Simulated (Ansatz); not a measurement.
`[OH][SnH]([Cl])[Cl]` + `[SH][GeH3]` → `[OH][SnH2][Cl]` + `[SH][GeH2][Cl]`  (redistribution)

Gas-phase electronic energies from Ansatz, PBE0-D4/def2-TZVP geometries. CCSD(T)/CBS adds triple-zeta CCSD(T) − MP2 to the extrapolated MP2 energy (def2 sets, frozen cores). DFT in def2-TZVPP. B3LYP here is the variant with VWN-RPA as its local correlation; programs differ in this. HSE06 is defined as in plane-wave codes. Elements past krypton have def2 core potentials. For Ge, Sn outer-core shells are correlated without core-valence functions, which leaves a few kJ/mol of doubt a bond. Scalar relativity is left out up to krypton. One conformer a species, not always the lowest.

`[OH][SnH]([Cl])[Cl]`:

Cartesian coordinates in Å:
```
O 1.132 0.724 0.844
Sn -0.094 -0.447 -0.096
Cl -0.105 0.152 -2.327
Cl -2.230 -0.037 0.682
H 0.917 1.657 0.760
H 0.381 -2.050 0.137
```

`[SH][GeH3]`:

```xyz
6

S    -0.172   -1.490    0.845
Ge   -0.162    0.355   -0.396
H     0.876   -1.119    1.598
H     1.173    0.491   -1.143
H    -0.397    1.594    0.482
H    -1.318    0.168   -1.386
```

`[OH][SnH2][Cl]`:

```xyz
6

O    -0.832    0.589    1.160
Sn    0.418    0.094   -0.255
Cl    0.234   -2.211   -0.537
H    -1.730    0.284    1.006
H    -0.042    0.789   -1.738
H     1.952    0.456    0.364
```

`[SH][GeH2][Cl]`:

Cartesian coordinates in Å:
```
S 0.825 -0.681 -1.411
Ge -0.483 0.009 0.225
Cl -0.254 2.129 0.547
H 1.951 -0.560 -0.688
H -0.116 -0.660 1.553
H -1.924 -0.236 -0.226
```

```csv
level,ΔE (kJ/mol),difference from CCSD(T)/CBS
LDA (SPW92),12.7,-6.8
B97M-V,15.6,-3.9
HSE06-D4,14.3,-5.2
PBE,14.6,-4.9
revPBE,14.8,-4.7
B3LYP,15.0,-4.5
r2SCANh,15.7,-3.8
LC-ωPBE,14.5,-5.0
RPA@PBE/def2-TZVPP,12.5,-7.0
CCSD(T)/def2-SVP,18.6,-0.9
HF/def2-TZVPP,14.9,-4.6
SCS-MP2/def2-TZVPP,13.2,-6.3
CCSD(T)/def2-TZVPP,13.3,-6.2
MP2/def2-QZVPP,17.7,-1.8
HF/CBS(def2),16.8,-2.7
MP2/CBS(def2),19.7,0.2
CCSD(T)/CBS,19.5,0
```

Largest T1 diagnostic among the species: 0.013.

Leaving LDA and LC-ωPBE aside and taking each functional with its dispersion term where it has one, the values, not all of them listed here, spread over 2.6 kJ/mol, from PBE-QIDH to r2SCAN-D4.
